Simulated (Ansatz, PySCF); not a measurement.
Reaction (SMILES): O[SiH2]O [dihydroxysilane] → [O-][SiH2]O + H+
Each molecule is optimised on its own at B3LYP-D3(BJ)/def2-TZVP (Ansatz, a program for electronic structure), one conformer each, not searched for the lowest.

Wanted: gas-phase deprotonation energy (enthalpy at 298 K, with B3LYP-D3(BJ) rigid-rotor harmonic-oscillator terms from PySCF), in kcal/mol. Correlated levels leave the core frozen unless marked. No spin-orbit coupling. No relativistic terms. Anions need diffuse functions: aug- sets have them; def2-D sets add few; the other sets have none. Basis-set limits of correlation are two-point, X^-3; Hartree-Fock from the larger set.

CCSD(T)/CBS(aug-cc-pV(T+d)Z,aug-cc-pV(Q+d)Z) (Ansatz) gives 353.6 kcal/mol.

Another calculation gave 354.1 kcal/mol. Which level was it?
(A) B2PLYP/def2-TZVPD (Ansatz)
(B) wB97X-V/def2-TZVPD (Ansatz)
(C) SVWN5/def2-TZVPD (Ansatz)
(D) BHLYP/def2-TZVPD (Ansatz)

B, wB97X-V/def2-TZVPD (Ansatz). The others give 357.1 (BHLYP), 351.2 (B2PLYP), 343.6 (SVWN5) kcal/mol.
